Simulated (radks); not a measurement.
Results of a calculation; reference values are marked as such.
The tellurium anion Te- inside a hard spherical wall (all orbitals vanish at R), configuration held at [Kr] 4d10 5s2 5p5 and not refilled when levels cross. Code: a radial shooting solver on a logarithmic mesh with Libxc functionals. Model: scalar-relativistic Kohn-Sham, PBEsol, spin-polarised, spherical densities, finite nucleus; open shells are filled with parallel spins first (spin-orbit coupling, left out, can overturn this in heavy ions); Fermi nuclear charge, rms radius 4.7423 fm. Eigenvalues in eV for spin up, with the zero of energy where the potential of the charges vanishes at infinity; a dash marks a level that is unbound or too diffuse for the functional's potential to be trusted. A positive occupied level is held by the wall or, in an anion where self-interaction has pushed it up, behind a barrier. The pressure on the wall is -dE/dV.

| R (bohr) | E (hartree) | kinetic (hartree) | e(4p) | e(4d) | e(5s) | e(5p) | e(6s, empty) | e(5d, empty) | pressure (GPa) |
|---|---|---|---|---|---|---|---|---|---|
| 15 | -6791.47782 | 7114.749 | -107.00 | -34.380 | -8.468 | 0.221 | 2.871 | 3.974 | 0.000576 |
| 12 | -6791.47729 | 7114.753 | -106.94 | -34.314 | -8.407 | 0.276 | 3.534 | 5.091 | 0.00690 |
| 8 | -6791.46472 | 7114.823 | -106.25 | -33.630 | -7.818 | 0.822 | 6.262 | 7.937 | 0.416 |
| 7 | -6791.44555 | 7114.921 | -105.58 | -32.972 | -7.283 | 1.349 | 8.237 | 9.383 | 1.44 |
| 6 | -6791.39197 | 7115.180 | -104.25 | -31.656 | -6.254 | 2.431 | 11.971 | 11.750 | 5.72 |
| 4 | -6790.62523 | 7118.320 | -95.318 | -22.971 | 0.825 | 10.864 | 38.728 | 26.063 | 162 |
| 3 | -6787.97238 | 7127.746 | -81.074 | -9.413 | 15.715 | 29.297 | 92.840 | 53.339 | 1420 |
| 2.5 | -6783.38901 | 7143.339 | -66.025 | 4.964 | 36.650 | 54.585 | 160.50 | 87.382 | 5460 |
| 2 | -6769.75967 | 7188.134 | -36.222 | 34.976 | 91.357 | 117.85 | 311.07 | 163.99 | 27600 |
